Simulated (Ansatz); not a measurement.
Gas-phase electronic energies from Ansatz, PBE0-D4/def2-TZVP geometries. CCSD(T)/CBS adds triple-zeta CCSD(T) − MP2 to the extrapolated MP2 energy (def2 sets, frozen cores). This one scheme is used for every species. DFT in def2-TZVPP. B3LYP here is the variant with VWN-RPA as its local correlation; programs differ in this. HSE06 is defined as in plane-wave codes. def2 core potentials past Kr. For Sn outer-core shells are correlated without core-valence functions, which leaves a few kJ/mol of doubt a bond. One conformer a species, not always the lowest.

`[OH][Sn]([OH])([OH])[F]` → `OO` + `[OH][Sn][F]`  (stannylene formation by 1,1-elimination)

```csv
level,ΔE (eV),difference from CCSD(T)/CBS
PBE-D4,3.09,-0.56
revPBE-D4,3.01,-0.64
BLYP-D4,2.91,-0.74
r2SCAN-D4,3.46,-0.19
B97M-V,3.50,-0.15
PBE0-D4,3.37,-0.28
B3LYP-D4,3.17,-0.48
r2SCANh-D4,3.51,-0.14
r2SCAN0-D4,3.60,-0.05
HSE06-D4,3.37,-0.28
BHLYP-D4,3.52,-0.13
CAM-B3LYP-D4,3.38,-0.27
ωB97X-V,3.51,-0.14
ωB97M-V,3.43,-0.22
B2PLYP,3.36,-0.29
PBE-QIDH,3.71,0.06
PBE,3.01,-0.64
BLYP,2.76,-0.89
r2SCAN,3.44,-0.21
PBE0,3.31,-0.34
B3LYP,3.05,-0.60
r2SCANh,3.49,-0.16
r2SCAN0,3.58,-0.07
HSE06,3.31,-0.34
BHLYP,3.42,-0.23
CAM-B3LYP,3.31,-0.34
LC-ωPBE,3.63,-0.02
HF/def2-SVP,3.36,-0.29
MP2/def2-SVP,3.74,0.09
CCSD/def2-SVP,3.36,-0.29
HF/def2-TZVPP,3.70,0.05
MP2/def2-TZVPP,3.76,0.11
CCSD/def2-TZVPP,3.58,-0.07
CCSD(T)/def2-TZVPP,3.58,-0.07
HF/def2-QZVPP,3.73,0.08
MP2/def2-QZVPP,3.81,0.16
SCS-MP2/def2-QZVPP,3.68,0.03
HF/CBS(def2),3.74,0.09
MP2/CBS(def2),3.82,0.17
CCSD/CBS(def2),3.65,0.00
CCSD(T)/CBS,3.65,0
```

Largest T1 diagnostic among the species: 0.018.

Leaving LDA and LC-ωPBE aside and taking each functional with its dispersion term where it has one, the values spread over 0.80 eV, from BLYP-D4 to PBE-QIDH. LDA lies +0.34 eV from PBE without D4. At CCSD(T), def2-SVP lies −0.33 eV from the extrapolated value and def2-TZVPP −0.07 eV. The D4 term adds +0.12 eV with B3LYP and +0.06 eV with PBE0; it sums over pairs of atoms, weighted by their polarisabilities, and B3LYP, whose exchange is more repulsive, gets the larger term.
